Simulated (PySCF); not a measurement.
# Computed records: AlBH$_{4}$NSi, B$_{2}$ClFH, AlBH$_{5}$N$_{2}$, AlBFH$_{2}$

Computed with PySCF 2.14.0. Calculation on a computer-drawn molecule: the log of a Hartree-Fock and frozen-core CCSD(T) single point meant for a local Hartree-Fock minimum, with one planted fault or none, to be diagnosed. Offsets are logged minus clean, where the clean run is the same molecule without the fault. The reference is restricted for singlets and unrestricted otherwise, and also for a bond in bohr or an excited solution. Adding or removing an electron swaps singlet and doublet. The excited solution moves the top pair (singlet) or top alpha electron (doublet) to the lowest empty orbital. Highest occupied and lowest empty are orbital energies over both spins, largest force is the largest gradient component, triples share is (T) over the correlation energy, the T1 limit is 0.02 restricted and 0.045 unrestricted, electrons count all cores, a negative frequency is imaginary (commonest isotopes), and the dipole is about the centre of nuclear charge.

Common to all runs: meant basis cc-pV(D+d)Z; logged SCF converged yes; possible faults no fault, one electron removed, one electron added, multiplicity raised by two, geometry at a saddle point, SCF held on an excited solution, minimal basis STO-3G, one bond length entered in bohr, all coordinates scaled.

```json
{"entry": 1, "formula": "AlBH4NSi", "logged_structure": {"atoms_angstrom": [["B", 1.6948, 1.8267, -0.7105], ["Si", 0.4603, 0.4179, 0.0648], ["N", -1.048, 0.2127, -0.4328], ["Al", -2.621, -0.0834, -0.8733], ["H", 1.7219, 2.9155, -0.2252], ["H", 2.3771, 1.5577, -1.6507], ["H", 0.9897, -0.4472, 1.1329], ["H", -4.0785, -0.3399, -1.297]]}, "given": {"meant_charge": 1, "meant_multiplicity": 1, "logged_electrons": 43, "logged_basis_functions": 94, "logged_spin_squared": 0.7609, "logged_highest_occupied [eV]": -4.9955, "logged_lowest_empty [eV]": 0.3749, "logged_largest_force [hartree/bohr]": 0.057183, "logged_T1_diagnostic": 0.033152, "logged_D1_diagnostic": 0.16361, "logged_triples_share": 0.037346, "logged_CC_converged": "yes", "logged_dipole_magnitude [debye]": 11.168, "logged_SCF_stable_within_its_kind": "yes", "logged_energy_HF [hartree]": -612.20415, "logged_energy_CCSD(T) [hartree]": -612.6584, "drawn_bonds_atom": [1, 2, 3, 1, 1, 2, 4], "drawn_bonds_other_atom": [2, 3, 4, 5, 6, 7, 8], "drawn_bonds_order": [1, 2, 1, 1, 1, 1, 1]}, "results": {"planted_fault": "one electron added", "HF_energy_offset_from_clean_run [kcal/mol]": -89.96, "CCSD(T)_energy_offset_from_clean_run [kcal/mol]": -108.7}}
{"entry": 2, "formula": "B2ClFH", "logged_structure": {"atoms_angstrom": [["F", -0.56, -0.23, 2.0289], ["B", -0.1045, -0.0123, 0.917], ["B", 0.5557, 0.3194, -0.6827], ["Cl", 1.0238, 1.9294, -0.9452], ["H", 0.6221, -0.5862, -1.4392]]}, "given": {"meant_charge": 1, "meant_multiplicity": 1, "logged_electrons": 36, "logged_basis_functions": 70, "logged_spin_squared": 2.0171, "logged_highest_occupied [eV]": -13.854, "logged_lowest_empty [eV]": -8.9412, "logged_largest_force [hartree/bohr]": 0.087039, "logged_T1_diagnostic": 0.034001, "logged_D1_diagnostic": 0.18551, "logged_triples_share": 0.029396, "logged_CC_converged": "yes", "logged_dipole_magnitude [debye]": 1.2486, "logged_SCF_stable_within_its_kind": "yes", "logged_energy_HF [hartree]": -608.52651, "logged_energy_CCSD(T) [hartree]": -609.02812, "drawn_bonds_atom": [1, 2, 3, 3], "drawn_bonds_other_atom": [2, 3, 4, 5], "drawn_bonds_order": [1, 1, 1, 1]}, "results": {"planted_fault": "multiplicity raised by two", "HF_energy_offset_from_clean_run [kcal/mol]": 81.73, "CCSD(T)_energy_offset_from_clean_run [kcal/mol]": 83.36}}
{"entry": 3, "formula": "AlBH5N2", "logged_structure": {"atoms_angstrom": [["N", 0.1255, -0.2863, -0.4112], ["B", 0.5249, -1.5884, -0.7961], ["N", -0.3905, -2.4532, -1.4442], ["Al", 2.5594, -2.2926, -0.3987], ["H", 0.7341, 0.356, 0.0467], ["H", -0.7914, 0.0821, -0.5698], ["H", -1.3357, -2.2014, -1.658], ["H", -0.1549, -3.3772, -1.7336], ["H", 2.9855, -3.7752, -0.8461]]}, "given": {"meant_charge": 0, "meant_multiplicity": 2, "logged_electrons": 37, "logged_basis_functions": 90, "logged_spin_squared": 0.9722, "logged_highest_occupied [eV]": -5.5864, "logged_lowest_empty [eV]": -0.19176, "logged_largest_force [hartree/bohr]": 0.023466, "logged_dipole_magnitude [debye]": 2.7265, "logged_SCF_stable_within_its_kind": "no", "logged_energy_HF [hartree]": -378.4017, "drawn_bonds_atom": [1, 2, 2, 1, 1, 3, 3, 4], "drawn_bonds_other_atom": [2, 3, 4, 5, 6, 7, 8, 9], "drawn_bonds_order": [1, 1, 1, 1, 1, 1, 1, 1]}, "results": {"planted_fault": "SCF held on an excited solution", "HF_energy_offset_from_clean_run [kcal/mol]": 33.41}, "notes": ["coupled-cluster numbers left out as unreliable"]}
{"entry": 4, "formula": "AlBFH2", "logged_structure": {"atoms_angstrom": [["B", 1.0175, -2.7002, -0.3151], ["Al", -0.1262, -1.3497, -1.3824], ["F", -0.9659, -0.3577, -2.1668], ["H", 0.7816, -2.7796, 0.7735], ["H", 1.7884, -3.2525, -0.9048]]}, "given": {"meant_charge": 1, "meant_multiplicity": 1, "logged_electrons": 28, "logged_basis_functions": 61, "logged_spin_squared": 0.0, "logged_highest_occupied [eV]": -18.197, "logged_lowest_empty [eV]": -5.8293, "logged_largest_force [hartree/bohr]": 0.055385, "logged_T1_diagnostic": 0.014265, "logged_D1_diagnostic": 0.031684, "logged_triples_share": 0.017447, "logged_CC_converged": "yes", "logged_dipole_magnitude [debye]": 3.7635, "logged_SCF_stable_within_its_kind": "yes", "logged_energy_HF [hartree]": -366.95256, "logged_energy_CCSD(T) [hartree]": -367.28639, "drawn_bonds_atom": [1, 2, 1, 1], "drawn_bonds_other_atom": [2, 3, 4, 5], "drawn_bonds_order": [1, 1, 1, 1]}, "results": {"planted_fault": "all coordinates scaled, by -5.8 %", "HF_energy_offset_from_clean_run [kcal/mol]": 9.595, "CCSD(T)_energy_offset_from_clean_run [kcal/mol]": 12.33}}
```
